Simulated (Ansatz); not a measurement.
Two isomers of CH9GeNSi: A = `C[SiH](N)[GeH3]`, B = `[CH3][GeH2][NH][SiH3]`.

Calculated with Ansatz (gas phase, PBE0-D4/def2-TZVP geometries, no zero-point term in ΔE). CBS: MP2 limit from def2 TZ/QZ plus the TZ coupled-cluster correction, frozen cores. Functionals use def2-TZVPP. B3LYP here is the variant with VWN-RPA as its local correlation; programs differ in this. For Ge outer-core shells are correlated without core-valence functions, which leaves a few kJ/mol of doubt a bond. Scalar relativity is left out up to krypton. Each species was taken in one conformer, which may not be the lowest.

(1) Which isomer does CCSD(T)/CBS put lower? Give the gap. (An estimate is asked.)

(2) Give E(B) − E(A) in kcal/mol with BLYP-D4, B3LYP-D4, PBE-D4, HF/def2-TZVPP, ωB97M-V, LDA (SPW92), r2SCAN-D4. (An estimate is asked.)

(3) Does the order hold for the free energy at 298.15 K (harmonic terms from PBE0-D4)? (An estimate is asked.)

Largest T1 diagnostic: 0.011.

Results:

(1) Ansatz gave: A, by 3.0 kcal/mol.

(2) Ansatz gave: BLYP-D4 5.2, B3LYP-D4 4.4, PBE-D4 8.0, HF/def2-TZVPP -1.2, ωB97M-V 3.9, LDA (SPW92) 8.9, r2SCAN-D4 6.1. The order is the other way round with HF/def2-TZVPP.

(3) The calculation gave: Yes: G(B) − G(A) = +1.6 kcal/mol, for one conformer each. Modes under 60 cm⁻¹, often nearly free rotors, make the harmonic entropy too high.

From PBE to PBE0 (25 % exact exchange), in def2-TZVPP and without D4, E(B) − E(A) moves by −1.4 kcal/mol. Leaving LDA and LC-ωPBE aside and taking each functional with its dispersion term where it has one, the values, not all of them listed here, spread over 5.4 kcal/mol, from BHLYP-D4 to PBE-D4. LDA lies +0.8 kcal/mol from PBE without D4.
